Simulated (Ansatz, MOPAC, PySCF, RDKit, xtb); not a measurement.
Noncovalent pair: C2H4 (SMILES C=C) (first 6 atoms) with C2H6 (SMILES CC); geometry from B3LYP-D3(BJ)/def2-TZVP, rigid monomers moved along the line of their centres of mass till C1···H11 is 2.74 Å.
(charge 0, multiplicity 1):
| atom | x (Å) | y (Å) | z (Å) |
|---|---|---|---|
| C | 0.2460 | 0.6366 | -0.0265 |
| C | -0.2483 | -0.5669 | 0.2207 |
| H | -0.3875 | 1.5142 | -0.0716 |
| H | 1.3048 | 0.7946 | -0.1928 |
| H | 0.3852 | -1.4443 | 0.2687 |
| H | -1.3063 | -0.7249 | 0.3906 |
| C | 0.3480 | 0.6573 | 3.6639 |
| C | -0.3461 | -0.6985 | 3.5826 |
| H | 1.3201 | 0.5768 | 4.1547 |
| H | -0.2485 | 1.3755 | 4.2306 |
| H | 0.5114 | 1.0714 | 2.6677 |
| H | 0.2488 | -1.4130 | 3.0106 |
| H | -1.3177 | -0.6164 | 3.0918 |
| H | -0.5108 | -1.1230 | 4.5751 |

Counterpoise-corrected where a basis set is named; no monomer relaxation.

Cores are frozen in the correlated methods. The state reached by AM1, PM6 isn't checked.

Codes used: Ansatz (Gaussian basis) for Hartree–Fock, density functionals and correlated methods; MOPAC for AM1, PM6 (differences of heats of formation); PySCF for the dispersion terms; RDKit for the force fields; xtb for the GFN methods. Values without a source in brackets are computed.

| level | interaction energy (kcal/mol) |
|---|---|
| MMFF94 | 0.72 |
| GFN-FF | -0.80 |
| AM1 | 0.45 |
| PM6 | -0.13 |
| PBE/def2-TZVPPD | 0.61 |
| r2SCAN/def2-TZVPPD | 0.05 |
| B3LYP-D4/def2-TZVPPD | -0.44 |
| CCSD/aug-cc-pVDZ | ? |
| CCSD(T)/aug-cc-pVDZ | -0.14 |

Question: Some entries are withheld; supply them.

Answer: 
- CCSD/aug-cc-pVDZ, interaction energy (kcal/mol): 0.23

Ansatz is a program for electronic structure.
